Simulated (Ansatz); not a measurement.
# Worked example: B(CH3)2(SH) → B(CH2)(CH3)(SH) + H

Species: B(CH3)2(SH), singlet; B(CH2)(CH3)(SH), doublet; H atom, doublet. 

Shapes, held fixed at every level: PBE0-D4/def2-TZVP. Flexible molecules stand in one conformer, not always the lowest. Programs: Ansatz 0.2.0. Electronic energies: no zero-point or thermal term.

At CCSD(T)/CBS estimate; 1 Eh = 2625.50 kJ/mol:

```
        species  energy (Eh)
    B(CH3)2(SH)  -502.939183
B(CH2)(CH3)(SH)  -502.274425
              H    -0.500000
```

Q: Work out ΔE of the reaction at this level.

A: 
1. Products less reactants: (-502.274425) + (-0.500000) − [(-502.939183)] = 0.164758 Eh = +432.6 kJ/mol.

Other levels give +320.9 (HF/def2-TZVPP) to +463.5 kJ/mol (SPW92/def2-TZVPP). No measured value is set beside it here. Open shells run unrestricted unless RO is named. The CBS estimate extrapolates MP2 from def2-TZVPP and def2-QZVPP and adds CCSD(T) − MP2 in the triple-zeta set, cores frozen.
